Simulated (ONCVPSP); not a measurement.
## Transferability test, ONCV potential for silicon (Si)

silicon, optimised norm-conserving Vanderbilt (ONCV), made with ONCVPSP 4.0.1 (PBE, scalar-relativistic). Core [Ne], reference 3s2 3p2. Waves: 3s: rc 1.45 bohr, ncon 4, nbas 8, qcut 4.5 1/bohr, 1 projector; 3p: rc 2.20 bohr, ncon 5, nbas 10, qcut 3.9 1/bohr, 1 projector. Local part: polynomial inside 1.10 bohr (lpopt 5, dvloc0 3 Ha). Core correction: polynomial model core, fcfact 0.35.

Energies are relative to the spin-unpolarised reference configuration 3s2 3p2; without spin polarisation the order of configurations can differ from experiment.

```tsv
valence configuration	charge	ΔE all-electron (eV)	error AE − PS (meV)
3s2 3p0	+2	23.733	+20
3s0 3p4	0	13.778	+5.3
```

(1) What are ΔE and the potential's error for 3s2 3p1?

(2) What are ΔE and the potential's error for 3s1 3p0?

Levels in the configuration 3s2 3p0:

| level | all-electron (eV) | pseudo (eV) |
| --- | --- | --- |
| 3s | -28.536 | -28.495 |

Results:

(1) ΔE = 7.740 eV all-electron; the error (AE − PS) is +2.8 meV.

(2) ΔE = 57.704 eV all-electron; the error (AE − PS) is +84 meV.
